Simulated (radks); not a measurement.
As I, configuration [Ar] 3d10 4s2 4p3. Calculated with a radial shooting solver on a logarithmic mesh with Libxc functionals: Dirac Kohn-Sham, PBE, spin-unpolarised, spherical densities, finite nucleus; open shells are shared between the two j in proportion to 2j + 1; Fermi nuclear charge, rms radius 4.0968 fm.

Normalised radial functions P(r) = r R(r) (large component), r in bohr:

```
   r/bohr * 3p1/2, o 4p1/2, + 4p3/2 (the largest magnitude, 1.36, reaches the edge; | marks zero, & curves that meet)
 0.003995                             &
 0.006008                             &
 0.009107                             &*
  0.01381                             &*
  0.02076                             |& *
  0.03147                             |&   *
  0.04771                             | &      *
  0.07174                             |  &         *
   0.1088                             |  &           *
   0.1649                             | &      *
   0.2479                        *   &|
   0.3758       *                &    |
   0.5697  *                      &   |
   0.8567            *                | &
    1.299                       *     |         &
    1.969                            *|            &
     2.96                             *         o+
    4.488                             *    &
    6.803                             *&
```

3p1/2: eigenvalue -137.02 eV, 1 radial node at r = 0.220 bohr, <r> = 0.610 bohr, 90 % of the charge inside 0.936 bohr. 4p1/2: eigenvalue -5.379 eV, 2 radial nodes at r = 0.214, 0.769 bohr, <r> = 2.52 bohr, 90 % of the charge inside 3.95 bohr. 4p3/2: eigenvalue -5.106 eV, 2 radial nodes at r = 0.218, 0.782 bohr, <r> = 2.57 bohr, 90 % of the charge inside 4.04 bohr.
